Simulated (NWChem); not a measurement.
The numbers come from NWChem runs, not from measurements. System: H$_{2}$BF$_{2}$N, charge 0, spin multiplicity 1, at a geometry optimised with B3LYP/def2-SVP. The structure started from a generated list of species. Level: PBE/cc-pVDZ.

Job file:

```
start mol
memory heap 200 mb stack 900 mb global 1100 mb
geometry units angstroms nocenter noautoz
  B      0.000000     0.000000    -0.038296
  F      1.139976     0.000000    -0.729110
  F     -1.139976     0.000000    -0.729110
  N      0.000000     0.000000     1.358594
  H     -0.852829     0.000000     1.902648
  H      0.852829     0.000000     1.902648
  symmetry group C2v
end
basis spherical
  * library cc-pvdz
end
dft
  xc xpbe96 cpbe96
  semidirect memsize 60000000 filesize 0
  iterations 100
end
task dft energy
```

Part of the output:

```
             Northwest Computational Chemistry Package (NWChem) 7.3.0
             --------------------------------------------------------

                                NWChem Input Module
                                -------------------

 Scaling coordinates for geometry "geometry" by  1.889725989
 (inverse scale =  0.529177249)

 Turning off AUTOSYM since
 SYMMETRY directive was detected!

                             Geometry "geometry" -> ""
                             -------------------------

 Output coordinates in angstroms (scale by  1.889725989 to convert to a.u.)

  No.       Tag          Charge          X              Y              Z
 ---- ---------------- ---------- -------------- -------------- --------------
    1 B                    5.0000     0.00000000     0.00000000    -0.03829600
    2 F                    9.0000     1.13997600     0.00000000    -0.72911000
    3 F                    9.0000    -1.13997600     0.00000000    -0.72911000
    4 N                    7.0000     0.00000000     0.00000000     1.35859400
    5 H                    1.0000    -0.85282900     0.00000000     1.90264800
    6 H                    1.0000     0.85282900     0.00000000     1.90264800

 Effective nuclear repulsion energy (a.u.)     112.4329108299

            Nuclear Dipole moment (a.u.)
            ----------------------------
        X                 Y               Z
 ---------------- ---------------- ----------------
     0.0000000000     0.0000000000    -0.0000113384

      Symmetry information
      --------------------

 Group name             C2v
 Group number             16
 Group order               4
 No. of unique centers     4

      Symmetry unique atoms

     1    2    4    5


 Summary of "ao basis" -> "" (spherical)
 ------------------------------------------------------------------------------
       Tag                 Description            Shells   Functions and Types
 ---------------- ------------------------------  ------  ---------------------
 *                          cc-pvdz                   on all atoms

  pbe96 is a nonlocal functional; adding pw91lda local functional.

                                 NWChem DFT Module
                                 -----------------

 Summary of "ao basis" -> "ao basis" (spherical)
 ------------------------------------------------------------------------------
       Tag                 Description            Shells   Functions and Types
 ---------------- ------------------------------  ------  ---------------------
 B                          cc-pvdz                  6       14   3s2p1d
 F                          cc-pvdz                  6       14   3s2p1d
 N                          cc-pvdz                  6       14   3s2p1d
 H                          cc-pvdz                  3        5   2s1p

 Summary of "ao basis" -> "ao basis" (spherical)
 ------------------------------------------------------------------------------
       Tag                 Description            Shells   Functions and Types
 ---------------- ------------------------------  ------  ---------------------
 B                          cc-pvdz                  6       14   3s2p1d
 F                          cc-pvdz                  6       14   3s2p1d
 N                          cc-pvdz                  6       14   3s2p1d
 H                          cc-pvdz                  3        5   2s1p

      Symmetry analysis of basis
      --------------------------

        a1         28
[...]
 d= 0,ls=0.0,diis     4   -280.3693388472 -1.49D-03  9.80D-04  1.19D-02     1.0
 d= 0,ls=0.0,diis     5   -280.3704105740 -1.07D-03  2.71D-04  1.21D-03     1.1
  Resetting Diis
 d= 0,ls=0.0,diis     6   -280.3705491766 -1.39D-04  2.96D-05  5.68D-06     1.2
 d= 0,ls=0.0,diis     7   -280.3705499072 -7.31D-07  1.07D-05  3.00D-07     1.3
 d= 0,ls=0.0,diis     8   -280.3705498929  1.43D-08  6.26D-06  4.66D-07     1.3

         Total DFT energy =     -280.370549892929
      One electron energy =     -611.227773987851
           Coulomb energy =      250.889556382967
    Exchange-Corr. energy =      -32.465243117973
 Nuclear repulsion energy =      112.432910829928

 Numeric. integr. density =       32.000002141915

     Total iterative time =      1.0s

                  Occupations of the irreducible representations
                  ----------------------------------------------

                     irrep           alpha         beta
                     --------     --------     --------
                     a1                8.0          8.0
                     a2                1.0          1.0
                     b1                5.0          5.0
                     b2                2.0          2.0

                       DFT Final Molecular Orbital Analysis
                       ------------------------------------

 Vector   14  Occ=2.000000D+00  E=-3.431662D-01  Symmetry=a1
              MO Center= -3.4D-14,  5.9D-16, -3.8D-01, r^2= 2.2D+00
   Bfn.  Coefficient  Atom+Function         Bfn.  Coefficient  Atom+Function
  ----- ------------  ---------------      ----- ------------  ---------------
    20      0.421544  2 F  pz                34      0.421544  3 F  pz
    23      0.256011  2 F  pz                37      0.256011  3 F  pz
    48      0.239764  4 N  pz                45     -0.140629  4 N  s
     6     -0.129689  1 B  pz                 9      0.106130  1 B  pz
    51      0.101420  4 N  pz                57      0.082848  5 H  s

 Vector   15  Occ=2.000000D+00  E=-3.264654D-01  Symmetry=b1
              MO Center=  2.6D-14, -4.9D-16, -6.5D-01, r^2= 1.9D+00
   Bfn.  Coefficient  Atom+Function         Bfn.  Coefficient  Atom+Function
  ----- ------------  ---------------      ----- ------------  ---------------
    20      0.345959  2 F  pz                34     -0.345959  3 F  pz
    18      0.337507  2 F  px                32      0.337507  3 F  px
    23      0.236880  2 F  pz                37     -0.236880  3 F  pz
    21      0.207781  2 F  px                35      0.207781  3 F  px
     7      0.080146  1 B  px                46     -0.072218  4 N  px

 Vector   16  Occ=2.000000D+00  E=-2.451112D-01  Symmetry=b2
              MO Center=  5.0D-15, -1.8D-16,  1.1D+00, r^2= 1.4D+00
   Bfn.  Coefficient  Atom+Function         Bfn.  Coefficient  Atom+Function
  ----- ------------  ---------------      ----- ------------  ---------------
    47      0.547448  4 N  py                50      0.430874  4 N  py
    19     -0.168281  2 F  py                33     -0.168281  3 F  py
     5      0.153655  1 B  py                22     -0.122170  2 F  py
    36     -0.122170  3 F  py                 8      0.054527  1 B  py
    11      0.044254  1 B  d -1              60      0.025001  5 H  py

 Vector   17  Occ=0.000000D+00  E= 2.909967D-02  Symmetry=a1
              MO Center= -1.8D-15,  5.4D-16,  1.8D+00, r^2= 3.7D+00
   Bfn.  Coefficient  Atom+Function         Bfn.  Coefficient  Atom+Function
  ----- ------------  ---------------      ----- ------------  ---------------
    45      1.185214  4 N  s                 58     -0.886055  5 H  s
    63     -0.886055  6 H  s                  3     -0.319057  1 B  s
    51      0.296594  4 N  pz                44      0.199058  4 N  s
     9      0.158065  1 B  pz                17      0.157351  2 F  s
    31      0.157351  3 F  s                 48      0.146861  4 N  pz

 Vector   18  Occ=0.000000D+00  E= 4.707859D-02  Symmetry=b2
              MO Center=  1.0D-15,  9.1D-16,  5.1D-02, r^2= 2.1D+00
   Bfn.  Coefficient  Atom+Function         Bfn.  Coefficient  Atom+Function
  ----- ------------  ---------------      ----- ------------  ---------------
     5      0.664850  1 B  py                 8      0.587741  1 B  py
    50     -0.358949  4 N  py                47     -0.296143  4 N  py
    19     -0.253211  2 F  py                33     -0.253211  3 F  py
    22     -0.227308  2 F  py                36     -0.227308  3 F  py
    53     -0.029256  4 N  d -1

 Vector   19  Occ=0.000000D+00  E= 8.577745D-02  Symmetry=b1
              MO Center=  3.5D-16, -8.1D-18,  2.0D+00, r^2= 3.3D+00
   Bfn.  Coefficient  Atom+Function         Bfn.  Coefficient  Atom+Function
  ----- ------------  ---------------      ----- ------------  ---------------
    58      1.293478  5 H  s                 63     -1.293478  6 H  s
    49      0.736455  4 N  px                46      0.369036  4 N  px
    57      0.161115  5 H  s                 62     -0.161115  6 H  s
     4      0.160058  1 B  px                 7      0.131376  1 B  px
    17     -0.068649  2 F  s                 31      0.068649  3 F  s

 center of mass
 --------------
 x =   0.00000000 y =   0.00000000 z =  -0.15303551

 moments of inertia (a.u.)
 ------------------
         189.024278134223           0.000000000000           0.000000000000
           0.000000000000         370.593540509889           0.000000000000
           0.000000000000           0.000000000000         181.569262375667

     Multipole analysis of the density
     ---------------------------------

     L   x y z        total         alpha         beta         nuclear
     -   - - -        -----         -----         ----         -------
     0   0 0 0     -0.000000    -16.000000    -16.000000     32.000000

     1   1 0 0      0.000000      0.000000      0.000000      0.000000
     1   0 1 0     -0.000000     -0.000000     -0.000000      0.000000
     1   0 0 1      1.063717      0.531864      0.531864     -0.000011

     2   2 0 0    -16.106191    -52.417230    -52.417230     88.728270
     2   1 1 0      0.000000      0.000000      0.000000      0.000000
     2   1 0 1      0.000000      0.000000      0.000000      0.000000
     2   0 2 0    -15.885481     -7.942740     -7.942740      0.000000
     2   0 1 1     -0.000000     -0.000000     -0.000000      0.000000
     2   0 0 2    -13.082014    -59.636913    -59.636913    106.191812

 Task  times  cpu:        1.3s     wall:        1.3s

 Total times  cpu:        1.3s     wall:        1.3s
```
